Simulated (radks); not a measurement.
Effect of the nuclear size on the iron ion Fe+, [Ar] 3d6 4s1. All-electron calculation, Dirac Kohn-Sham, LDA (Slater exchange, Perdew-Wang correlation), spin-unpolarised, spherical densities, finite nucleus; open shells fill j = l - 1/2 first; Fermi nuclear charge, rms radius 3.7377 fm. Program: a radial shooting solver on a logarithmic mesh with Libxc functionals. The rms radius is varied about that value; shifts are against it.

\begin{tabular}{lrrrrr}
rms radius (fm) & total energy shift (eV) & density at nucleus (e/bohr^3) & 1s1/2 shift (meV) & 2s1/2 shift (meV) & 3s1/2 shift (meV) \\ \hline
3.0761 & -0.0356 & 1.513e+04 & -15.1 & -1.36 & -0.196 \\
3.5284 & -0.0120 & 1.504e+04 & -5.09 & -0.459 & -0.066 \\
3.7377 & 0 & 1.501e+04 & 0.000 & 0.000 & 0.000 \\
3.9694 & 0.0140 & 1.497e+04 & 5.96 & 0.537 & 0.077 \\
4.2311 & 0.0309 & 1.493e+04 & 13.1 & 1.18 & 0.170 \\
\end{tabular}

Slopes of the eigenvalues against <r^2> in GHz/fm^2, as finite differences over the two radii next to the reference (eigenvalue slopes, not the field-shift constants of lines): 1s1/2 808, 2s1/2 72.9, 3s1/2 10.5.
